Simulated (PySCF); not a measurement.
Computed Raman spectrum (relative Raman activity) of a molecule C3H8BNO. Geometry optimised at PBE-D3(BJ)/def2-SVP. The values are those of a single conformer. These are PBE-D3(BJ)/def2-SVP (PySCF) values and carry that method's errors. Frequencies are harmonic and unscaled.

ν (cm⁻¹): 85 (vw), 209 (vw), 630 (vw), 781 (vw), 981 (vw), 1140 (vw), 1177 (w), 1269 (w), 1306 (w), 1360 (w), 1392 (w), 1541 (vw), 1661 (w), 2966 (s), 3024 (s), 3055 (w), 3064 (vs), 3160 (m), 3502 (s), 3610 (m), 3741 (vs) (against the strongest line: vs over 80 %, s over 45 %, m over 15 %, w over 4 %, vw less)

Task: Identify the compound among the candidates.
A. C/N=C/B(C)O
B. C=COB(C)N
C. C=CCB(N)O
D. NB1CCCO1

Result: C, C=CCB(N)O
